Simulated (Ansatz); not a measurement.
`[CH3][SnH]([Cl])[O][SiH3]` + `O[AsH2]` → `[SiH3]O[AsH2]` + `[CH3][SnH]([OH])[Cl]` at 400 K and 1 bar (ligand exchange at the Si–O bond).

Computed with Ansatz on PBE0-D4/def2-TZVP structures; ΔE is electronic, products minus reactants. CCSD(T)/CBS is the MP2 limit (def2-TZVPP, def2-QZVPP) plus CCSD(T) − MP2 in def2-TZVPP, frozen cores. Elements past krypton have def2 core potentials. For As, Sn outer-core shells are correlated without core-valence functions, which leaves a few kJ/mol of doubt a bond. Scalar relativity is left out up to krypton. Each species was taken in one conformer, which may not be the lowest.

| species | CCSD(T)/CBS energy (Eh) | H − E (kJ/mol) | S (J/(mol·K)) |
| --- | --- | --- | --- |
| `[CH3][SnH]([Cl])[O][SiH3]` | -1080.43028 | 236.2 | 479.8 |
| `O[AsH2]` | -2311.97217 | 94.9 | 282.5 |
| `[SiH3]O[AsH2]` | -2602.28728 | 145.6 | 365.5 |
| `[CH3][SnH]([OH])[Cl]` | -790.11028 | 184.4 | 404.8 |

H − E and S are ideal-gas, rigid-rotor, harmonic terms from PBE0-D4/def2-TZVP, for one conformer and one mirror image of each species. 1 Eh = 2625.50 kJ/mol, R = 8.31446 J/(mol·K).

Q: By hand: ΔE, ΔH, ΔS and ΔG.

A: ΔE = (-2602.28728) + (-790.11028) − (-1080.43028) − (-2311.97217) = 0.00489 Eh = 12.8 kJ/mol. Δ(H − E) = 145.6 + 184.4 − 236.2 − 94.9 = -1.1, so ΔH = 11.7 kJ/mol. ΔS = 365.5 + 404.8 − 479.8 − 282.5 = 8.0 J/(mol·K). ΔG = 11.7 − 400 × (8.0)/1000 = 8.5 kJ/mol.

Q: By hand: the equilibrium constant, and the temperature at which ΔG would vanish if ΔH and ΔS stayed fixed.

A: log₁₀ K = −ΔG/(RT ln 10) = -1.1. ΔG = 0 at ΔH/ΔS = 1462 K, though so small a ΔS makes that figure unsure.

The number of gas molecules stays the same, so ΔS is small and ΔH decides. A doubt of 5 kJ/mol in ΔE shifts log₁₀ K by 0.7 here. Other conformers and mirror images would add mixing entropy, several J/(mol·K) or more a flexible species. Modes under 60 cm⁻¹, often nearly free rotors, make the harmonic entropy too high. These are equilibria of isolated gas molecules and say nothing of rates. Largest T1 diagnostic: 0.012 (customary marks: 0.02 for closed shells, 0.045 for open ones).
